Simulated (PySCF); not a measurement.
F5Si, SMILES F[Si-](F)(F)(F)F, charge -1. Geometry optimised at B3LYP-D3(BJ)/def2-SVPD.

Computed equilibrium geometry at B3LYP-D3(BJ)/def2-SVPD (PySCF confirms it by a frequency run) as bond lengths and angles, and its point group:
point group D3h.
Atoms: F1 Si2 F3 F4 F5 F6. Bonds (Å): F1–Si2 1.695, Si2–F3 1.660, Si2–F4 1.660, Si2–F5 1.660, Si2–F6 1.695. Angles (°): F1–Si2–F3 90.0, F1–Si2–F4 90.0, F1–Si2–F5 90.0, F1–Si2–F6 180.0, F3–Si2–F4 120.0, F3–Si2–F5 120.0, F3–Si2–F6 90.0, F4–Si2–F5 120.0, F4–Si2–F6 90.0, F5–Si2–F6 90.0.
Charge -1, spin multiplicity 1.
